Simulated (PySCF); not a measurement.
Core binding energy against partial charge

C3H5B.
Bonds: B1–C2, C2–C3 (double), C3–C4, C2–C4. Hydrogens: H5, H6 on B1; H7 on C3; H8, H9 on C4.

Binding energies: delta-SCF UKS SCAN, pcX-2 on the ionised atom, pcseg-1 elsewhere, spin-free X2C in PySCF. Charges: PBE0/pcSseg-1 ground-state density, for the ionised atom.

```json
{"atom": "C2", "environment": "fully substituted alkene carbon", "C 1s (eV)": "290.55", "Mulliken (e)": "-0.226", "IAO (e)": "-0.107", "Hirshfeld (e)": "-0.072", "ESP (e)": "-0.083"}
{"atom": "C3", "environment": "alkene CH carbon", "C 1s (eV)": "290.88", "Mulliken (e)": "-0.132", "IAO (e)": "-0.125", "Hirshfeld (e)": "-0.032", "ESP (e)": "-0.195"}
{"atom": "C4", "environment": "allylic carbon", "C 1s (eV)": "291.09", "Mulliken (e)": "-0.179", "IAO (e)": "-0.251", "Hirshfeld (e)": "-0.084", "ESP (e)": "-0.175"}
```

Problem. Give the correlation coefficient and slope of binding energy on charge for each scheme.

Solution. Mulliken: r = 0.61, slope 3.5 eV per e; Hirshfeld: r = -0.11, slope -1.1 eV per e; ESP: r = -0.84, slope -3.8 eV per e; IAO: r = -0.86, slope -3.0 eV per e. Mulliken charges have the highest r, on only 3 points.

Problem. The point-charge model writes a binding energy as kq + V + constant, with V the potential of the other atoms' charges at the site. What does it give with the Hirshfeld charges?

Solution. V = Σ 14.40 eV Å × q/r over all other atoms: +0.53 eV at C2, +0.19 eV at C3, +0.68 eV at C4. Fitting binding energy − V to q gives k = 8.2 eV per e and leaves an rms residual of 0.21 eV, against 0.22 eV for the fit on q alone. The model has no term for differences in relaxation between sites.

Geometry: PBE0-D3(BJ)/def2-SVP, one conformer, isolated molecule.
